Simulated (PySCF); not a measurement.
## Structure revision by computed shifts

A compound C7H15NSi gives the data below (simulated from a calculation) and was assigned the structure `[SiH3]N[C@H]1[C@H]2CC[C@@H]1CC2`.

$^{13}$C{$^{1}$H} NMR (computed): δ 91.0 (C), 79.8 (C), 46.9 (CH), 44.7 (CH3, 2C), 4.9 (CH3), -8.6 (CH3).

$^{1}$H NMR (600 MHz, computed): δ 4.22 (m, 1H), 4.12 (m, 1H), 3.02 (m, 1H), 2.30 (s, 6H), 2.07 (s, 3H), 0.16 (m, 3H).

- shielding tensors at PBE0/pcSseg-1 (GIAO)
- geometry from GFN2-xTB
- code: PySCF
- one averaged value for each set of equivalent atoms, non-relativistic, one computed conformer, isolated molecule

Chemical shifts δ = σref − σ; TMS for $^{1}$H, $^{13}$C, all at this level.

**Question.** Compare with the shifts computed for the proposed structure, pairing carbons in order of shift.

**Answer.** Atom-mapped SMILES (the numbers label the heavy atoms): `[SiH3:1][NH:2][C@H:3]1[C@H:4]2[CH2:5][CH2:6][C@@H:7]1[CH2:8][CH2:9]2`. Hydrogens are named by the atom that carries them.

```
atom  computed for proposal  given list  difference
  C3                   66.6        91.0       -24.4
  C4                   43.2        79.8       -36.6
  C7                   43.2        46.9        -3.7
  C8                   30.9        44.7       -13.8
  C9                   30.9        44.7       -13.8
  C5                   28.8         4.9       +23.9
  C6                   28.8        -8.6       +37.4
```

The rms difference is 24.8 ppm and the largest +37.4 ppm at C6 (sp3 CH2 in a ring). The proposal also would give 4 carbon signals, not 6. The carbon types in order of shift don't match either: CH, CH, CH, CH2, CH2, CH2, CH2 for the proposal against C, C, CH, CH3, CH3, CH3, CH3 in the data. The proposal doesn't fit.

**Question.** Which isomer fits?

**Answer.** `CC#C[C@@H]([SiH2]C)N(C)C`.

- Carbon types of the structure: 2 × C, 1 × CH, 4 × CH3, leaving 2 H on heteroatoms.
- δC 91.0, 79.8: alkyne carbon; sp carbons lie upfield of alkene carbons because the cylindrical π system leaves one tensor component strongly shielded.
- δC 4.9: propargylic methyl carbon; aliphatic region, no heteroatom directly attached.
- δC -8.6: methyl carbon bonded to Si; an electropositive neighbour leaves it electron-rich and shielded.
- δH 2.30: hydrogen on a methyl carbon bonded to N; its carbon carries N, which withdraws density.

This is the structure that produced the data.

Shifts are as computed. Against solution values, carbons near 30 ppm lie about +3 ppm off and those near 130 ppm about +5 ppm. Of 1309 compounds with measured shifts, 239 miss one by over three times the rms of a fit or turn the order of signals round; such compounds aren't used in these exercises. No couplings were computed; multiplicities are counted from neighbouring protons, with m where these are inequivalent, close in shift, in a saturated or five-membered ring or joined by F or P, and br s for small geminal =CH2 splittings.
